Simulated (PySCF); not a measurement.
C4H6ClN3.
SMILES with atom numbers: `[CH3:1][c:2]1[n:3][n:4]([CH3:5])[n:6][c:7]1[Cl:8]` (hydrogens: H9, H10, H11 on C1; H12, H13, H14 on C5)

The closed-shell ground state was solved at several levels (PySCF, density fitting, gas phase, non-relativistic). Isolated species at its PBE0-D3(BJ)/def2-SVP geometry, gas phase.

```csv
level,basis functions,HOMO (eV),LUMO (eV),gap (eV),dipole (D)
PBE0/def2-SVPD,215,-7.20,-0.38,6.82,1.76
PBE0/pcSseg-1,173,-7.17,-0.24,6.93,1.78
```

Q: What might PBE/pcSseg-1 (173 basis functions) give for the same quantities?

A: HOMO -6.02 eV, LUMO -1.19 eV, gap 4.83 eV, dipole 1.70 D.

Q: Over all these levels, which gives the widest orbital gap and which the narrowest?

A: PBE0/pcSseg-1 (global hybrid, 25 % exact exchange) has the widest, 6.93 eV, and PBE/pcSseg-1 (GGA) the narrowest, 4.83 eV. The two share the basis. From the narrowest to the widest the HOMO moves by -1.15 eV and the LUMO by +0.95 eV.

Q: How far do the dipole and the HOMO energy spread over the levels?

A: The dipole runs from 1.70 to 1.78 D (mean 1.74 D) and the HOMO from -7.20 to -6.02 eV.
